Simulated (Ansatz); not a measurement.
Relaxation of a periodic cell of 17 atoms, Si (host Si, host structure diamond, interstitial Si), to a largest force component of 0.03 eV/Å in at most 60 steps.

These are results of Ansatz 0.2.0, DFT PBE, scalar-relativistic, plane waves, PAW, not measurements. Settings: PAW set soft_1, cutoff 420 eV, k mesh 2x2x2, gaussian smearing 0.05 eV, no spin polarisation.

```xyz
17
Lattice="0.0000 5.4300 5.4300 5.4300 0.0000 5.4300 5.4300 5.4300 0.0000" Properties=species:S:1:pos:R:3
Si 0.000 0.000 0.000
Si 1.357 1.357 1.357
Si 2.715 2.715 0.000
Si 4.072 4.072 1.357
Si 2.715 0.000 2.715
Si 4.072 1.357 4.072
Si 5.430 2.715 2.715
Si 6.787 4.072 4.072
Si 0.000 2.715 2.715
Si 1.357 4.072 4.072
Si 2.715 5.430 2.715
Si 4.072 6.787 4.072
Si 2.715 2.715 5.430
Si 4.072 4.072 6.787
Si 5.430 5.430 5.430
Si 6.787 6.787 6.787
Si 7.448 8.852 7.460
```

Task: Where does it end, and by what steps?

Result: The forces met the threshold. Limits of this set-up: coarse k mesh. After 9 steps the energy has fallen by 0.993 eV; Si12 moved furthest, 0.47 Å.

| step | energy less start (eV) | largest force component (eV/Å) | accepted |
| --- | --- | --- | --- |
| 0 | 0.0000 | 2.278 | yes |
| 1 | -0.7050 | 0.998 | yes |
| 2 | -0.9507 | 0.120 | yes |
| 3 | -0.9597 | 0.038 | yes |
| 4 | -0.9624 | 0.036 | yes |
| 5 | -0.9687 | 0.113 | yes |
| 6 | -0.9817 | 0.056 | yes |
| 7 | -0.9912 | 0.061 | yes |
| 8 | -0.9840 | 0.116 | no |
| 9 | -0.9934 | 0.026 | yes |

```xyz
17
Lattice="0.0000 5.4300 5.4300 5.4300 0.0000 5.4300 5.4300 5.4300 0.0000" Properties=species:S:1:pos:R:3
Si 0.094 -0.094 0.095
Si 1.397 1.334 1.398
Si 2.651 2.780 0.065
Si 4.097 4.034 1.398
Si 2.761 0.018 2.761
Si 4.173 1.258 4.174
Si 5.413 2.670 2.760
Si 6.669 4.193 4.256
Si 0.065 2.780 2.653
Si 1.397 4.034 4.099
Si 2.651 5.366 2.653
Si 3.800 7.061 3.801
Si 2.760 2.670 5.414
Si 4.258 4.194 6.670
Si 5.179 5.680 5.179
Si 6.667 6.601 6.669
Si 7.718 8.571 7.717
```

The run took 40 s on 1 thread of AMD EPYC 7R43 64-Core Processor (Zen 3), with other jobs on the host, peak memory 0.56 GiB.
